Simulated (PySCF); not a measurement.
CuF, SMILES [F][Cu], multiplicity 1. Heavy atoms are numbered as in [Cu:1][F:2].

Geometry optimised at PBE0-D3(BJ)/def2-TZVPD. The multiplicity is an assumed one; other spin states were not compared.

Method: PBE/pcSseg-2 run with PySCF.

GIAO shieldings, no solvent; atoms alike by connectivity are averaged. δ = σ(ref) − σ: ¹⁹F against CFCl3 (σ = 132.0 ppm), references at their B3LYP-D3(BJ)/def2-TZVP geometries, non-relativistic.

Problem. Estimate the chemical shifts. (An estimate is asked for; the answer gives what the named calculation found.)

Solution. 
| nucleus | atoms | count | δ (ppm) |
|---|---|---|---|
| ¹⁹F | F2 | 1 | -500.9 |
